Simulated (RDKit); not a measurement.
A run for RDKit: MMFF94 on CH2O2 (SMILES O=CO).

```python
from rdkit import Chem
from rdkit.Chem import AllChem, rdDetermineBonds

blocks = [
'''5

O     0.78726698   -0.57175807   -0.05111928
C    -0.42227491    0.00998013    0.01802311
O    -0.61824483    1.18965085    0.06347539
H     1.45504615    0.13441146   -0.05686922
H    -1.20189339   -0.76228438    0.02639000
''',
]
mol = None
for b in blocks:
    f = Chem.MolFromXYZBlock(b)
    rdDetermineBonds.DetermineBonds(f, charge=0)
    mol = f if mol is None else Chem.CombineMols(mol, f)
Chem.SanitizeMol(mol)
print(Chem.MolToSmiles(Chem.RemoveHs(mol)))
ff = AllChem.MMFFGetMoleculeForceField(mol, AllChem.MMFFGetMoleculeProperties(mol), nonBondedThresh=100.0, ignoreInterfragInteractions=False)
e = ff.CalcEnergy()
print(f'MMFF94 energy {e:.6f} kcal/mol')
```

It printed:

```
O=CO
MMFF94 energy -24.717731 kcal/mol
```

The run finished.

Cost: very roughly 0.020 core-seconds.
